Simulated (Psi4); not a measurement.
C4H6Cl2, singlet, geometry from GFN2-xTB; HF/6-311+G(2d,p) (Psi4).

Input for Psi4:
```
memory 2 GB

molecule {
0 1
C     1.75193069   -1.43692545    0.27148159
C     0.44806126   -0.95843562   -0.28881128
C    -0.19942274   -1.88400198   -1.27219701
C    -0.09491105    0.20302165    0.06117776
Cl   -1.59676999    0.79191561   -0.56131121
Cl    0.61901378    1.29957604    1.19155321
H     1.60551491   -2.39093465    0.77569104
H     2.17301466   -0.72785732    0.97596466
H     2.46258923   -1.59425706   -0.53846254
H    -1.13785944   -1.48641500   -1.64320491
H     0.47086077   -2.05058396   -2.11408107
H    -0.38621356   -2.84726154   -0.79992749
}

set {
  basis 6-311+g(2d,p)
}

energy('scf')
print_variables()
```

### Question
What does Psi4 print? Leave out banner, timings and long lists.

### Answer

```
   => Loading Basis Set <=

    Name: 6-311+G(2D,P)
    Role: ORBITAL
    Keyword: BASIS

         ---------------------------------------------------------
                                   SCF
               by Justin Turney, Rob Parrish, Andy Simmonett
                          and Daniel G. A. Smith
                              RHF Reference
         ---------------------------------------------------------

  ==> Geometry <==

    Molecular point group: c1
    Full point group: C1

    Geometry (in Angstrom), charge = 0, multiplicity = 1:

       Center              X                  Y                   Z               Mass
    ------------   -----------------  -----------------  -----------------  -----------------
         C            1.801086876408    -1.542074108930     0.239796499796    12.000000000000
         C            0.497217446408    -1.063584278930    -0.320496370204    12.000000000000
         C           -0.150266553592    -1.989150638930    -1.303882100204    12.000000000000
         C           -0.045754863592     0.097872991070     0.029492669796    12.000000000000
         CL          -1.547613803592     0.686766951070    -0.592996300204    34.968852682000
         CL           0.668169966408     1.194427381070     1.159868119796    34.968852682000
         H            1.654671096408    -2.496083308930     0.744005949796     1.007825032230
         H            2.222170846408    -0.833005978930     0.944279569796     1.007825032230
         H            2.511745416408    -1.699405718930    -0.570147630204     1.007825032230
         H           -1.088703253592    -1.591563658930    -1.674890000204     1.007825032230
         H            0.520016956408    -2.155732618930    -2.145766160204     1.007825032230
         H           -0.337057373592    -2.952410198930    -0.831612580204     1.007825032230

  Running in c1 symmetry.

  Rotational constants: A =      0.08365  B =      0.07252  C =      0.03941 [cm^-1]
  Rotational constants: A =   2507.89205  B =   2174.06716  C =   1181.53103 [MHz]
  Nuclear repulsion =  350.038509545717886

  Charge       = 0
  Multiplicity = 1
  Electrons    = 64
  Nalpha       = 32
  Nbeta        = 32

  ==> Algorithm <==

  SCF Algorithm Type is DF.
  DIIS enabled.
  MOM disabled.
  Fractional occupation disabled.
  Guess Type is SAD.
  Energy threshold   = 1.00e-06
  Density threshold  = 1.00e-06
  Integral threshold = 1.00e-12

  ==> Primary Basis <==

  Basis Set: 6-311+G(2D,P)
    Blend: 6-311+G(2D,P)
    Number of shells: 98
    Number of basis functions: 214
    Number of Cartesian functions: 226
    Spherical Harmonics?: true
    Max angular momentum: 2

   => Loading Basis Set <=

    Name: (6-311+G(2D,P) AUX)
    Role: JKFIT
    Keyword: DF_BASIS_SCF

  ==> Integral Setup <==

  SCF_SUBTYPE=INCORE selected. In-core MEM_DF algorithm will be used.
  Using in-core AOs.

  ==> MemDFJK: Density-Fitted J/K Matrices <==

    J tasked:                   Yes
    K tasked:                   Yes
    wK tasked:                   No
    Algorithm:                 Core
    Schwarz Cutoff:           1E-12
    Mask sparsity (%):       5.9438
    Fitting Condition:        1E-10

   => Auxiliary Basis Set <=

  Basis Set: (6-311+G(2D,P) AUX)
    Blend: HEAVY-AUG-CC-PVTZ-JKFIT
    Number of shells: 264
    Number of basis functions: 888
    Number of Cartesian functions: 1094
    Spherical Harmonics?: true
    Max angular momentum: 4

  Minimum eigenvalue in the overlap matrix is 8.6018746685E-06.
  Reciprocal condition number of the overlap matrix is 7.7079988903E-07.
    Using symmetric orthogonalization.

  ==> Pre-Iterations <==

  SCF Guess: Superposition of Atomic Densities via on-the-fly atomic UHF (no occupation information).

   -------------------------
    Irrep   Nso     Nmo
   -------------------------
     A        214     214
   -------------------------
    Total     214     214
   -------------------------

  ==> Iterations <==

                           Total Energy        Delta E     RMS |[F,P]|

   @DF-RHF iter SAD: -1073.76906077793819   -1.07377e+03   0.00000e+00
   @DF-RHF iter   1: -1073.79714378875769   -2.80830e-02   2.67489e-03 ADIIS/DIIS
   @DF-RHF iter   2: -1073.93566012198175   -1.38516e-01   1.63802e-03 ADIIS/DIIS
   @DF-RHF iter   3: -1073.99575101452956   -6.00909e-02   2.97881e-04 ADIIS/DIIS
   @DF-RHF iter   4: -1073.99960769295899   -3.85668e-03   1.25879e-04 ADIIS/DIIS
   @DF-RHF iter   5: -1074.00016836648797   -5.60674e-04   3.59218e-05 DIIS
   @DF-RHF iter   6: -1074.00023181193001   -6.34454e-05   1.66320e-05 DIIS
   @DF-RHF iter   7: -1074.00024585297501   -1.40410e-05   5.65533e-06 DIIS
   @DF-RHF iter   8: -1074.00024763344959   -1.78047e-06   1.73232e-06 DIIS
   @DF-RHF iter   9: -1074.00024783905292   -2.05603e-07   3.68340e-07 DIIS
  Energy and wave function converged.

  ==> Post-Iterations <==

    Orbital Energies [Eh]
    ---------------------

    Doubly Occupied:

[...]
    Virtual:

[...]
    Final Occupation by Irrep:
              A
    DOCC [    32 ]
    NA   [    32 ]
    NB   [    32 ]

  @DF-RHF Final Energy: -1074.00024783905292

   => Energetics <=

    Nuclear Repulsion Energy =            350.0385095457178863
    One-Electron Energy =               -2175.0347448693828483
    Two-Electron Energy =                 750.9959874846119874
    Total Energy =                      -1074.0002478390529177

Computation Completed

Properties will be evaluated at   0.000000,   0.000000,   0.000000 [a0]

Properties computed using the SCF density matrix

 Multipole Moments:

 ------------------------------------------------------------------------------------
     Multipole            Electronic (a.u.)      Nuclear  (a.u.)        Total (a.u.)
 ------------------------------------------------------------------------------------

 L = 1.  Multiply by 2.5417464519 to convert [e a0] to [Debye]
 Dipole X            :         -5.5276198            5.9450706            0.4174509
 Dipole Y            :         11.8239808          -12.7169385           -0.8929577
 Dipole Z            :          3.5629926           -3.8320730           -0.2690804
 Magnitude           :                                                    1.0217842

 ------------------------------------------------------------------------------------

  Variable Map:
  ----------------------------------------------------------------------------
[...]
  Array Variable Map:
  ----------------------------------------------------------------------------
[...]
[...]
```
